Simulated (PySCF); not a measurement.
Molecule: `C=C(C(N)=O)S(C)(=O)=O`, C₄H₇NO₃S.

Geometry (Å), atoms numbered from 1 in this order:
```xyz
16

C    -0.6095    1.9298   -0.4983
C    -0.5290    0.7193    0.0254
C    -1.4747   -0.3880   -0.3184
N    -1.5293   -1.3720    0.5990
O    -2.1048   -0.3885   -1.3541
S     0.8172    0.3871    1.1818
C     1.8867   -0.7606    0.2717
O     0.2905   -0.3115    2.3339
O     1.5392    1.6024    1.4217
H    -1.3845    2.1811   -1.2054
H     0.0989    2.6900   -0.2137
H    -1.0602   -1.2653    1.4913
H    -2.2096   -2.1035    0.4701
H     2.6964   -1.0535    0.9287
H     1.2961   -1.6208   -0.0159
H     2.2690   -0.2368   -0.5944
```

Frames of a GFN2-xTB Langevin trajectory at 400 K; GIAO PBE0/pcSseg-1 shieldings in PySCF 2.14, gas phase, non-relativistic; equivalent atoms averaged within each frame.

References, each an isolated molecule treated in the same way: ¹³C (σref 186.93), ¹H (σref 31.72) vs TMS; ¹⁵N (σref 267.73) vs NH3; ¹⁷O (σref 336.08) against H2O; CS2 for ³³S (σref 503.73). The references are static minima.

Q: How do the shifts (ppm) fluctuate along the trajectory?

A: 
```
         time (fs)     C2     C1     C3    C7     N4     O5  O8/O9   S6   H10   H11
optimised geometry  152.4  143.2  162.4  48.3  122.3  407.5  199.4  296  7.41  6.90
               250  165.2  153.3  152.3  62.1  112.7  381.6  220.1  289  8.10  7.72
               425  163.7  139.4  158.7  48.8  117.1  425.4  216.7  319  7.58  6.91
               625  156.8  152.3  178.2  41.1  124.2  484.7  201.7  289  7.97  7.15
               800  155.2  145.1  175.2  45.7  121.1  480.1  212.1  297  7.88  7.64
              1000  146.9  144.7  159.3  60.3  123.7  405.8  225.0  312  7.16  7.07
    mean of frames  157.5  146.9  164.7  51.6  119.8  435.5  215.1  301  7.74  7.30
standard deviation    7.3    5.8   11.3   9.2    4.9   45.6    8.9   14  0.38  0.36
```

5 frames give an uncertainty of the mean of about the standard deviation over 2.2 at best, since frames this close in time may not be independent; classical motion lacks zero-point vibration, and the reference would need the same averaging.
